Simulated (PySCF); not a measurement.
**Structure from NMR data**

An unknown has the formula C$_{4}$H$_{7}$B. Its calculated NMR data are:

1H NMR (600 MHz, computed): δ 7.39 (br, 2H), 6.69 (dtd, J = 3.4, 1.8, 1.1 Hz, 1H), 6.30 (ddt, J = 5.0, 3.4, 1.6 Hz, 1H), 3.00 (m, 1H), 2.92 (m, 1H), 2.61 (m, 1H).

13C{1H} NMR (computed): δ 153.6 (CH), 148.9 (CH), 59.6 (CH), 38.7 (CH2).

Computational details: couplings computed with B3LYP/pcJ-1 (spin–dipole term only in couplings to heteroatoms), PBE0-D3(BJ)/def2-SVP geometry, CAM-B3LYP/pcSseg-2 with gauge-including orbitals, in PySCF (single conformer, non-relativistic Hamiltonian, one averaged value for each set of equivalent atoms, in vacuum).

References, each an isolated molecule treated in the same way: TMS for 1H, 13C.

Problem. Propose a structure and justify it.

Solution. 
- 4 carbon signals for 4 carbons: no two carbons are equivalent.
- Carbon types of the structure: 3 × CH, 1 × CH2, leaving 2 H on heteroatoms.
- δC 153.6, 148.9: alkene CH; the olefinic region.
- δC 59.6: allylic sp3 CH bonded to B.
- δC 38.7: allylic sp3 CH2; aliphatic region, no heteroatom directly attached.
- δH 7.39: hydrogen on a boron bonded to C.
- δH 6.69, 6.30: hydrogen on an alkene CH; attached to an sp2 carbon and in the plane of the double bond.
- δH 3.00, 2.92: hydrogen on an allylic sp3 CH2; allylic position.
- δH 2.61: hydrogen on an allylic sp3 CH bonded to B; allylic position.
- The protons at 6.69 and 6.30 share a coupling of 3.4 Hz (vicinal, cis across C=C).

Structure: `B[C@H]1C=CC1`.

This is the structure that produced the data.

Hydrogens on boron are broadened and split by 11B (spin 3/2, 80 %) and 10B (spin 3). A carbon bonded to boron is broadened by the quadrupolar boron nucleus and is often missing from a measured spectrum. Multiplet labels drop couplings under 1 Hz and merge nearly equal ones. Unscaled 3J(H,H) at this level run about 10 % above measured values. Shifts are as computed, not scaled to solution data. Of 1211 compounds with measured shifts, 218 miss one by over three times the rms of a fit or turn the order of signals round; such compounds aren't used in these exercises. Only one conformer was computed, so three-bond couplings in flexible chains and rings are approximate.
